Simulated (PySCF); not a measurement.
## From a log to its input

A PySCF 2.14 run on the atoms K 0 0 0; O 0 0 2.485 (angstrom) printed this (some set-up lines and the per-cycle HOMO/LUMO lines with their warnings removed):

```
PySCF version 2.14.0

[INPUT] verbose = 4
[INPUT] num. atoms = 2
[INPUT] num. electrons = 27
[INPUT] charge = 0
[INPUT] spin (= nelec alpha-beta = 2S) = 1
[INPUT] symmetry True subgroup None
[INPUT] Mole.unit = angstrom

nuclear repulsion = 32.3681835250865
point group symmetry = Coov
symmetry origin: [0.         0.         1.39139835]
symmetry axis x: [1. 0. 0.]
symmetry axis y: [0. 1. 0.]
symmetry axis z: [0. 0. 1.]
num. orbitals of irrep A1 = 16
num. orbitals of irrep E1x = 8
num. orbitals of irrep E1y = 8
num. orbitals of irrep E2x = 3
num. orbitals of irrep E2y = 3
number of shells = 6
number of NR pGTOs = 75
number of NR cGTOs = 38
basis = x2c-svpall
ecp = {}

******** <class 'pyscf.x2c.sfx2c1e.sfX2C1eSymAdaptedUHF'> ********
method = sfX2C1eSymAdaptedUHF
initial guess = minao
damping factor = 0
level_shift factor = 0
DIIS = <class 'pyscf.scf.diis.CDIIS'>
diis_start_cycle = 1
diis_space = 8
diis_damp = 0
SCF conv_tol = 1e-09
SCF conv_tol_grad = None
SCF max_cycles = 50
direct_scf = True
direct_scf_tol = 1e-13
number electrons alpha = 14  beta = 13

******** <class 'pyscf.x2c.sfx2c1e.SpinFreeX2CHelper'> ********
approx = 1e
xuncontract = 1
Freeze 0 electrons in irreps []
    27 free electrons in irreps A1 E1x E1y E2x E2y
Set gradient conv threshold to 3.16228e-05
init E= -675.614984129633

cycle= 1 E= -676.096300376145  delta_E= -0.481  |g|= 0.325  |ddm|= 1.02
cycle= 2 E= -676.137436009635  delta_E= -0.0411  |g|= 0.182  |ddm|= 0.405
cycle= 3 E= -676.150863215883  delta_E= -0.0134  |g|= 0.0215  |ddm|= 0.147
cycle= 4 E= -676.151337722673  delta_E= -0.000475  |g|= 0.0083  |ddm|= 0.0333
cycle= 5 E= -676.151446740827  delta_E= -0.000109  |g|= 0.00377  |ddm|= 0.0178
cycle= 6 E= -676.151480605971  delta_E= -3.39e-05  |g|= 0.00137  |ddm|= 0.0113
cycle= 7 E= -676.151486118409  delta_E= -5.51e-06  |g|= 0.000376  |ddm|= 0.005
cycle= 8 E= -676.151486485959  delta_E= -3.68e-07  |g|= 8e-05  |ddm|= 0.00142
cycle= 9 E= -676.151486496706  delta_E= -1.07e-08  |g|= 2.58e-05  |ddm|= 0.00022
cycle= 10 E= -676.151486497572  delta_E= -8.65e-10  |g|= 6.17e-06  |ddm|= 4.23e-05
Extra cycle  E= -676.151486497612  delta_E= -4.02e-11  |g|= 3.29e-06  |ddm|= 7.13e-06
converged SCF energy = -676.151486497612  <S^2> = 0.75863898  2S+1 = 2.0086204

******** <class 'pyscf.cc.uccsd.UCCSD'> ********
CC2 = 0
CCSD nocc = (np.int64(14), np.int64(13)), nmo = (38, 38)
max_cycle = 50
direct = 0
conv_tol = 1e-07
conv_tol_normt = 1e-06
diis_space = 6
diis_start_cycle = 0
diis_start_energy_diff = 1e+09
Init t2, MP2 energy = -0.197787371113841
Init E_corr(UCCSD) = -0.197787371121755
cycle = 1  E_corr(UCCSD) = -0.206845743301659  dE = -0.00905837218  norm(t1,t2) = 0.0739944
cycle = 2  E_corr(UCCSD) = -0.211521068149853  dE = -0.00467532485  norm(t1,t2) = 0.0267097
cycle = 3  E_corr(UCCSD) = -0.211543736067531  dE = -2.26679177e-05  norm(t1,t2) = 0.0248399
cycle = 4  E_corr(UCCSD) = -0.21287382416263  dE = -0.0013300881  norm(t1,t2) = 0.0118428
cycle = 5  E_corr(UCCSD) = -0.213049669835659  dE = -0.000175845673  norm(t1,t2) = 0.00522805
cycle = 6  E_corr(UCCSD) = -0.21294592961561  dE = 0.00010374022  norm(t1,t2) = 0.00244776
cycle = 7  E_corr(UCCSD) = -0.2129013725727  dE = 4.45570429e-05  norm(t1,t2) = 0.00153057
cycle = 8  E_corr(UCCSD) = -0.212931449975985  dE = -3.00774033e-05  norm(t1,t2) = 0.000673012
cycle = 9  E_corr(UCCSD) = -0.212955796441401  dE = -2.43464654e-05  norm(t1,t2) = 0.000398105
cycle = 10  E_corr(UCCSD) = -0.212963291638421  dE = -7.49519702e-06  norm(t1,t2) = 0.000240113
cycle = 11  E_corr(UCCSD) = -0.212967459241957  dE = -4.16760354e-06  norm(t1,t2) = 0.000107887
cycle = 12  E_corr(UCCSD) = -0.212967010408115  dE = 4.48833841e-07  norm(t1,t2) = 5.82004e-05
cycle = 13  E_corr(UCCSD) = -0.212967736281039  dE = -7.25872924e-07  norm(t1,t2) = 3.2497e-05
cycle = 14  E_corr(UCCSD) = -0.212968049769188  dE = -3.13488149e-07  norm(t1,t2) = 2.09112e-05
cycle = 15  E_corr(UCCSD) = -0.212968143358106  dE = -9.35889179e-08  norm(t1,t2) = 1.26088e-05
cycle = 16  E_corr(UCCSD) = -0.21296834153243  dE = -1.98174324e-07  norm(t1,t2) = 7.30642e-06
cycle = 17  E_corr(UCCSD) = -0.212968458426243  dE = -1.16893813e-07  norm(t1,t2) = 4.60453e-06
cycle = 18  E_corr(UCCSD) = -0.212968543208093  dE = -8.47818499e-08  norm(t1,t2) = 3.11414e-06
cycle = 19  E_corr(UCCSD) = -0.212968562093948  dE = -1.88858549e-08  norm(t1,t2) = 1.48387e-06
cycle = 20  E_corr(UCCSD) = -0.212968579771346  dE = -1.76773982e-08  norm(t1,t2) = 7.9018e-07
UCCSD converged
E(UCCSD) = -676.3644550773831  E_corr = -0.212968579771346
Dipole moment(X, Y, Z, Debye):  0.00000,  0.00000, -10.01133
orbital energies (hartree): [array([-0.4177, -0.3196, -0.3196, -0.0052,  0.0647,  0.0759]), array([-0.8835, -0.2664, -0.2664, -0.0055,  0.062 ,  0.0766])]
```

Q: Write the input that gave this log.

A: The input was:

```python
from pyscf import gto, scf, cc

mol = gto.M(
    atom='K 0 0 0; O 0 0 2.485',
    basis='x2c-svpall',
    charge=0,
    spin=1,
    symmetry=True,
    verbose=4,
)
mf = scf.UHF(mol)
mf = mf.sfx2c1e()
mf.kernel()
mycc = cc.CCSD(mf)
mycc.kernel()
mf.dip_moment()
print('orbital energies (hartree):', [e[max(0, n-3):n+3].round(4) for e, n in zip(mf.mo_energy, mol.nelec)])
```

The bond length is a typed value, not an optimised one. No search for the lowest solution was made.
